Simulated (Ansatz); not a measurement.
Computed with Ansatz on PBE0-D4/def2-TZVP structures; ΔE is electronic, products minus reactants. CCSD(T)/CBS is the MP2 limit (def2-TZVPP, def2-QZVPP) plus CCSD(T) − MP2 in def2-TZVPP, frozen cores. DFT in def2-TZVPP. B3LYP here is the variant with VWN-RPA as its local correlation; programs differ in this. HSE06 is defined as in plane-wave codes. def2 core potentials past Kr. For Sn outer-core shells are correlated without core-valence functions, which leaves a few kJ/mol of doubt a bond. One conformer a species, not always the lowest.

`[OH][SnH2][O][SiH3]` + `BNCC=C` → `BN([SiH3])CC=C` + `[OH][SnH2][OH]`  (ligand exchange at the Si–O bond)

Is it downhill or uphill in electronic energy at CCSD(T)/CBS, and by how much? (Best estimate.)

Computed: Uphill: ΔE = +16.5 kcal/mol.

What do these levels give: r2SCANh-D4, BHLYP-D4, revPBE, r2SCAN, PBE0, B3LYP, HSE06, CCSD(T)/def2-SVP, HF/def2-TZVPP, CCSD/def2-TZVPP, HF/def2-QZVPP, MP2/CBS(def2)? (An estimate is asked.)

The calculation gave: r2SCANh-D4 16.9, BHLYP-D4 18.5, revPBE 16.8, r2SCAN 17.1, PBE0 16.9, B3LYP 18.8, HSE06 16.9, CCSD(T)/def2-SVP 17.5, HF/def2-TZVPP 22.0, CCSD/def2-TZVPP 17.3, HF/def2-QZVPP 22.3, MP2/CBS(def2) 15.9 kcal/mol.

Largest T1 diagnostic among the species: 0.014.

In def2-TZVPP, CCSD(T) changes the Hartree–Fock value by −5.6 kcal/mol (the triples alone add −0.9 kcal/mol) and MP2 by −6.2 kcal/mol. From PBE to PBE0 (25 % exact exchange), in def2-TZVPP and without D4, ΔE moves by +0.8 kcal/mol.
